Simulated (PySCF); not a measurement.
# Polarisability and C₆ of Co⁺ (cobalt, charge +1)

[Ar] 3d8, high-spin 3F determinant. Computed with PySCF 2.14 in aug-cc-pwCVTZ-DK with one added diffuse shell each of s, p, d, f, g type (11s10p8d5f4g, 152 functions), with scalar relativity by spin-free X2C-1e. Coupled (time-dependent) response in atomic units; α is the mean over directions.

| method | mean α (bohr³) | C₆ (like pair) | S(−4) |
| --- | --- | --- | --- |
| PBE | 10.80 | 38.96 | 125.4 |

S(−4) is the Cauchy moment in α(ω) = α(0) + S(−4) ω² + …

α(iu) at PBE:

```
u (hartree)  α(iu) (bohr³)
          0          10.80
     0.0500          10.50
      0.100          9.750
      0.200          7.901
      0.300          6.406
      0.500          4.560
      0.750          3.313
       1.00          2.571
       1.50          1.725
       2.00          1.258
       3.00         0.7681
       5.00         0.3805
```

For an ion, C₆ is the dispersion term alone; charge-induced terms of lower order in 1/R come first.
